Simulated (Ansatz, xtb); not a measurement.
**A geometry optimisation of B2F4H2O2 with r2SCAN-D4/def2-SVP**

The starting geometry of this gas-phase singlet was built from a drawn formula by distance geometry; its bonds are those of `F[B-]1(F)[OH+][B-](F)(F)[OH+]1`.

```yaml
atoms:
  - { symbol: B, position_ang: [-0.2722, -0.9681, 0.1170] }
  - { symbol: B, position_ang: [0.5211, 0.7855, -0.3161] }
  - { symbol: F, position_ang: [0.3808, -2.2662, -0.3021] }
  - { symbol: F, position_ang: [-1.5322, -1.1905, 0.8656] }
  - { symbol: F, position_ang: [-0.0287, 2.1072, 0.1005] }
  - { symbol: F, position_ang: [1.7773, 0.9466, -1.0596] }
  - { symbol: O, position_ang: [0.7830, -0.1153, 0.8424] }
  - { symbol: O, position_ang: [-0.4242, -0.0268, -1.0303] }
  - { symbol: H, position_ang: [0.2236, 0.2911, 1.6525] }
  - { symbol: H, position_ang: [-1.3454, 0.3854, -0.8669] }
```

Problem. Where would you expect an optimisation with r2SCAN-D4/def2-SVP to take it?

Solution. It keeps its bonds, and is `F[B-]1(F)[OH+][B-](F)(F)[OH+]1`. Distances that change by over a tenth: B1–F3 (1.51 → 1.34 Å).

The energy falls by 2.04 eV over 9 steps:

| step | E − E(last) (eV) |
| --- | --- |
| 1 | 2.038 |
| 2 | 0.576 |
| 3 | 0.028 |
| 4 | 0.007 |
| 5 | 0.004 |
| 6 | 0.001 |
| 7 | 0.000 |
| 8 | 0.000 |
| 9 | 0.000 |

Final geometry (Å):

```xyz
10

B    -0.3250   -1.0521    0.1657
B     0.5531    0.9151   -0.3015
F     0.1293   -2.2635   -0.1647
F    -1.4723   -0.9903    0.8810
F    -0.1534    1.9648    0.1792
F     1.6686    1.1854   -0.9838
O     0.7742   -0.1561    0.8040
O    -0.3769   -0.0824   -1.0489
H     0.5483    0.1560    1.6935
H    -1.2626    0.2720   -1.2214
```

From the same start GFN2-xTB reaches the same bonding as this run.

No frequencies were run, so the end isn't proven a minimum. Run with Ansatz 0.2.0, 32 s on 2 threads of Arm Neoverse V1 (shared host).
